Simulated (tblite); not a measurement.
Compound: C₆H₁₁NS (charge -1 and doublet state).
SMILES with atom numbers: `[NH2:1][CH2:2][C@@H:3]1[CH2:4][CH2:5][C:6]([S-:7])[CH2:8]1` (hydrogens: H9, H10 on N1; H11, H12 on C2; H13 on C3; H14, H15 on C4; H16, H17 on C5; H18, H19 on C8)

Structure used (GFN2-xTB), in Å, numbered top down from 1:
```
atom  x, y, z in Å
N1     2.7457   -0.3549   -0.0733
C2     1.6763    0.4778    0.4787
C3     0.2742   -0.1287    0.3934
C4    -0.2108   -0.3559   -1.0434
C5    -1.7244   -0.5068   -0.8974
C6    -2.0672    0.4158    0.2392
S7    -3.6310    0.5502    0.8903
C8    -0.8162    0.7626    1.0023
H9     2.5472   -0.5209   -1.0565
H10    2.7176   -1.2636    0.3838
H11    1.9284    0.6763    1.5261
H12    1.6970    1.4310   -0.0591
H13    0.2779   -1.0954    0.9161
H14    0.0192    0.5292   -1.6449
H15    0.2554   -1.2270   -1.5181
H16   -1.9777   -1.5598   -0.6722
H17   -2.2586   -0.2515   -1.8216
H18   -0.5421    1.8244    0.8657
H19   -0.9209    0.6063    2.0834
```

Computed with GFN2-xTB (tblite): harmonic, unscaled wavenumbers at the GFN2-xTB geometry, gas phase. The method is semi-empirical: single wavenumbers can be off by several per cent or more. One conformer, not necessarily the lowest. Open shells enter through the occupations alone, without spin polarisation, and single modes of such species can be off by tens of per cent.

Harmonic wavenumbers (cm⁻¹): 32.9, 97.9, 140.8, 179.8, 183.3, 271.1, 303.8, 370.8, 422.8, 484.4, 563.1, 760.4, 837.5, 873.4, 899.7, 938.1, 994.6, 1002.8, 1024.2, 1061.3, 1071.4, 1082.8, 1100.7, 1113.2, 1157.0, 1169.9, 1195.3, 1220.8, 1249.4, 1286.2, 1287.5, 1302.6, 1321.7, 1328.5, 1348.4, 1487.5, 1493.0, 1502.7, 1508.6, 1582.2, 2735.7, 2757.2, 2876.9, 2880.2, 2886.6, 2903.8, 2932.0, 2942.2, 2949.1, 3354.0, 3384.5.

A = 4937, B = 808.7, C = 721.9 MHz; mass 129.061 u (most abundant isotopes); point group C1, symmetry number 1; spin multiplicity 2.

**Question.** Zero-point energy?

**Answer.** ½Σν̃ = 34927 cm⁻¹ = 417.82 kJ/mol.

**Question.** Give the ideal-gas entropy at 400 K and 1 bar in the rigid-rotor, harmonic-oscillator model (classical rotation).

**Answer.** Translation 175.58, rotation 125.43, vibration 140.73, spin (R ln 2) 5.76: S = 447.5 J/(mol K).

**Question.** And Cp and H(400 K) − H(0)?

**Answer.** Cp = 184.45 J/(mol K), of which vibrations give 151.20 (their classical limit is 51 R = 424.0); H(400 K) − H(0) = 42.55 kJ/mol without the zero-point energy, 29.25 from vibrations.

**Question.** Which modes carry the vibrational entropy at 400 K?

**Answer.** 32.9 cm⁻¹: 26.06; 97.9 cm⁻¹: 17.04; 140.8 cm⁻¹: 14.06; 179.8 cm⁻¹: 12.08; 183.3 cm⁻¹: 11.93; 271.1 cm⁻¹: 8.85 J/(mol K); the other 45 give 50.72 together.

**Question.** Blend soft modes into free rotors: weight 1/[1 + (100 cm⁻¹/ν̃)⁴] for the oscillator and the rest for a rotor with moment μB/(μ + B), μ = h/(8π²ν), B = 10⁻⁴⁴ kg m². What vibrational entropy results?

**Answer.** 129.92 J/(mol K) in place of 140.73, which changes −T·S at 400 K by +4.33 kJ/mol.

**Question.** What must be added to the electronic energy to get the Gibbs energy at 400 K and 1 bar?

**Answer.** ZPE + [H(400 K) − H(0)] − T·S = 417.82 + 42.55 − 179.00 = 281.37 kJ/mol.

**Question.** How do the functions run with temperature in this model?

**Answer.** 
| T (K) | S (J/(mol K)) | Cp (J/(mol K)) | H − H(0) (kJ/mol) | G − H(0) (kJ/mol) | ln q(vib) |
| --- | --- | --- | --- | --- | --- |
| 100 | 291.7 | 71.3 | 5.11 | -24.06 | 1.59 |
| 200 | 351.5 | 104.3 | 13.92 | -56.38 | 3.78 |
| 300 | 400.7 | 142.5 | 26.19 | -94.03 | 5.95 |
| 500 | 492.8 | 222.3 | 62.94 | -183.48 | 10.35 |
| 800 | 616.5 | 302.8 | 142.80 | -350.38 | 17.01 |
| 1000 | 688.0 | 337.5 | 207.02 | -480.97 | 21.29 |

q(vib) and H(0) count from the zero-point level.

Hindered rotation and anharmonicity are outside this model. Other conformers, if any are populated, would add a mixing term that is left out. The structure is chiral; the term R ln 2 for an equal mix with its mirror image is left out.
